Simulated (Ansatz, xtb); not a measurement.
**Ranking isomers of C4H7BGe**

3 gas-phase structures of C4H7BGe, from a drawn sample of its isomers (lower ones may exist). Each was relaxed with GFN2-xTB:

A. `[GeH3][C]1=CBC=C1`, a singlet
B. `[GeH3][C]1=CC=CB1`, a singlet
C. `[GeH3][B]1C=CC=C1`, a singlet

Task: Make a reasoned guess at their ranking by r2SCAN-D4/def2-SVP//GFN2-xTB single-point energy.

Result: Calculated order at r2SCAN-D4/def2-SVP//GFN2-xTB: C (0.0), B (2.9), A (8.9) kJ/mol. Less than 1 kcal/mol parts C and B, so the order within that pair means little.

Energies above the lowest of each column, in kJ/mol; the last columns are at r2SCAN-D4/def2-SVP geometries:

| structure | GFN2-xTB | HF/STO-3G | r2SCAN-D4/def2-SVP//GFN2-xTB | r2SCAN-D4/def2-SVP | CCSD(T)/def2-SVP + ΔMP2/def2-TZVPP |
| --- | --- | --- | --- | --- | --- |
| C | 11.8 | 17.8 | 0.0 | 0.0 | 1.6 |
| B | 0.0 | 0.9 | 2.9 | 6.4 | 0.0 |
| A | 0.1 | 0.0 | 8.9 | 12.0 | 5.4 |

CCSD(T)/def2-SVP + ΔMP2/def2-TZVPP has B and C within 1 kcal/mol of each other at the bottom. CCSD(T)/def2-SVP + ΔMP2/def2-TZVPP orders those it was run on as B (0.0), C (1.6), A (5.4) kJ/mol. Less than 1 kcal/mol parts B and C; C and A, so the order within those pairs means little. ΔMP2 is the change of the MP2 energy from the smaller to the larger basis.

Programs: Ansatz 0.2.0, xtb 6.7.1.
